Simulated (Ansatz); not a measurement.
Geometry optimisation, UKS BLYP-D4/6-31G (Ansatz 0.2.0).

The input (input.yaml):

```yaml
crystal:
  periodic: [false, false, false]
  atoms:
    - { symbol: C, position_ang: [-0.2548, -1.2678, -0.8656] }
    - { symbol: C, position_ang: [-0.0785, -0.1204, -0.1535] }
    - { symbol: C, position_ang: [0.82, -0.1558, 1.0189] }
    - { symbol: B, position_ang: [-0.7272, 1.2451, -0.5267] }
    - { symbol: F, position_ang: [-1.6991, 1.2864, -1.671] }
    - { symbol: Cl, position_ang: [-0.5319, 2.7778, 0.4783] }
    - { symbol: H, position_ang: [0.2069, -2.1611, -0.6262] }
    - { symbol: H, position_ang: [-0.9376, -1.195, -1.7369] }
    - { symbol: H, position_ang: [0.2803, 0.0496, 2.0047] }
    - { symbol: H, position_ang: [1.6371, 0.6249, 0.9482] }
    - { symbol: H, position_ang: [1.3502, -1.1408, 1.1504] }
magnetization:
  spin_polarized: true
basis:
  gaussian: { orbitals: "6-31G" }
hamiltonian:
  xc: blyp
  dispersion: d4
relax:
  f_tol: 0.02
  max_steps: 40
```

Launched with:

```bash
$ ansatz run input.yaml --threads 2 --pin off --max-ram 3072MiB --backend cpu --events-out ev --progress --plain --runs-dir out
```

Task: Where does it end, and by what steps?

Result: The forces met the threshold. The force dipped under the threshold on the way, but the program's further checks kept it going. Limits of this set-up: no polarisation functions. After 11 steps the energy has fallen by 0.483 eV; F5 moved furthest, 0.09 Å.

```csv
step,energy less start (eV),largest force component (eV/Å),accepted
0,0.0000,2.870,yes
1,-0.1608,3.032,yes
2,-0.3453,1.171,yes
3,-0.4253,1.071,yes
4,-0.4601,0.536,yes
5,-0.4751,0.244,yes
6,-0.4791,0.082,yes
7,-0.4806,0.074,yes
8,-0.4822,0.054,yes
9,-0.4816,0.122,no
10,-0.4831,0.011,yes
11,-0.4833,0.015,yes
```

```xyz
11
Properties=species:S:1:pos:R:3
C -0.288 -1.214 -0.904
C -0.064 -0.110 -0.137
C 0.867 -0.146 1.068
B -0.792 1.198 -0.524
F -1.639 1.267 -1.607
Cl -0.581 2.746 0.424
H 0.192 -2.175 -0.690
H -0.957 -1.189 -1.768
H 0.330 0.122 1.994
H 1.686 0.587 0.961
H 1.313 -1.145 1.203
```

Run time: 59 s on 2 threads of Arm Neoverse N1, with other jobs on the host, peak memory 0.2 GiB.
